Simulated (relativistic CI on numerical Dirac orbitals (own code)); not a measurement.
**Pb I: calculation against measurement**

Method of calculation: Dirac-Coulomb-Breit CI, orbitals from a KLI potential per configuration, QED by a radiative potential, valence Slater integrals scaled by 0.85, P86 correlation energy added to each configuration (own radial code, finite nucleus).

Configurations in the expansion (outside the closed core [Xe] 4f14 5d10): 6s²6p², 6s²6p7s, 6s²6p7p, 6s²6p6d, 6s²6p8s, 6s²6p7d, 6s6p³, 6s²6p8p, 6s²6p5f, 6s²6p9s, 6s²6d², 6s²6p9p, 6s²6p8d, 6s²6p6f, 6s²6p5g, 6s²6p9d. Levels of other configurations are missing.

| Configuration | Term (tabulated) | J | Measured (cm⁻¹) | Computed | Error | Purity (%) |
| --- | --- | --- | --- | --- | --- | --- |
| 6s²6p² | (1/2,1/2) | 0 | 0.0 | 0 | 0 | 86 |
| 6s²6p² | (1/2,3/2) | 1 | 7819.3 | 7490 | -329 | 100 |
| 6s²6p² | (1/2,3/2) | 2 | 10650.3 | 10802 | 152 | 59 |
| 6s²6p² | (3/2,3/2) | 2 | 21457.8 | 22132 | 674 | 59 |
| 6s²6p² | (3/2,3/2) | 0 | 29466.8 | 30488 | 1021 | 84 |
| 6s²6p7s | (1/2,1/2)° | 0 | 34959.9 | 35432 | 472 | 100 |
| 6s²6p7s | (1/2,1/2)° | 1 | 35287.2 | 35781 | 494 | 71 |
| 6s²6p7p | (1/2,1/2) | 0 | 44400.9 | 44520 | 119 | 72 |
| 6s²6p6d | 2[3/2]° | 1 | 46068.4 | 46453 | 384 | 49 |
| 6s²6p6d | 2[5/2]° | 3 | 46328.7 | 46690 | 362 | 49 |
| 6s²6p7s | (3/2,1/2)° | 2 | 48188.6 | 49231 | 1043 | 97 |
| 6s²6p8s | (1/2,1/2)° | 1 | 48686.9 | 49378 | 691 | 61 |
| 6s²6p7s | (3/2,1/2)° | 1 | 49439.6 | 50660 | 1220 | 53 |
| 6s²6p7d | 2[5/2]° | 2 | 52101.7 | 52651 | 550 | 36 |
| 6s²6p7d | 2[3/2]° | 2 | 52311.3 | 52915 | 604 | 75 |
| 6s²6p7d | 2[5/2]° | 3 | 52412.3 | 53247 | 835 | 46 |
| 6s²6p7d | 2[3/2]° | 1 | 52499.6 | 53385 | 886 | 48 |

Measured levels from NIST Handbook of Basic Atomic Spectroscopic Data (Sansonetti and Martin, J. Phys. Chem. Ref. Data 34, 1559 (2005)); pairs were made by configuration, J and term (by order where the table uses no LS term), so strongly mixed levels may be paired wrongly.

Mean error by configuration (cm⁻¹): 6s²6p² 379; 6s²6p7s 807; 6s²6p7p 119; 6s²6p6d 373; 6s²6p8s 691; 6s²6p7d 719. Over the excited levels the mean absolute error is 615 cm⁻¹ (16 of the 21 excited levels that our extract of the source holds in range could be paired, and the others can miss by more), and the median relative error of those above 1,000 cm⁻¹ is 1.4 %.

Transition probabilities of persistent lines. The last column rescales the computed rate by the cube of measured over computed energy:

```csv
λ measured (Å),Lower,Upper,A tabulated (s⁻¹),A computed,A rescaled
2022.02 air,"6s²6p² (1/2,1/2)0","6s²6p7s (3/2,1/2)°1",5.90e+06,7.30e+05,6.78e+05
2053.28 air,"6s²6p² (1/2,1/2)0","6s²6p8s (1/2,1/2)°1",1.02e+07,3.20e+07,3.07e+07
2170.01 air,"6s²6p² (1/2,1/2)0",6s²6p6d ²[3/2]°1,1.50e+08,2.36e+08,2.31e+08
2801.99 air,"6s²6p² (1/2,3/2)2",6s²6p6d ²[5/2]°3,1.60e+08,1.79e+08,1.75e+08
2833.05 air,"6s²6p² (1/2,1/2)0","6s²6p7s (1/2,1/2)°1",5.80e+07,7.08e+07,6.79e+07
3639.57 air,"6s²6p² (1/2,3/2)1","6s²6p7s (1/2,1/2)°1",3.40e+07,3.55e+07,3.25e+07
3683.46 air,"6s²6p² (1/2,3/2)1","6s²6p7s (1/2,1/2)°0",1.50e+08,1.90e+08,1.74e+08
3739.93 air,"6s²6p² (3/2,3/2)2","6s²6p7s (3/2,1/2)°2",7.30e+07,5.91e+07,5.68e+07
4057.81 air,"6s²6p² (1/2,3/2)2","6s²6p7s (1/2,1/2)°1",8.90e+07,1.12e+08,1.08e+08
4062.14 air,"6s²6p² (3/2,3/2)2",6s²6p6d ²[3/2]°1,9.20e+07,6.88e+06,7.13e+06
```
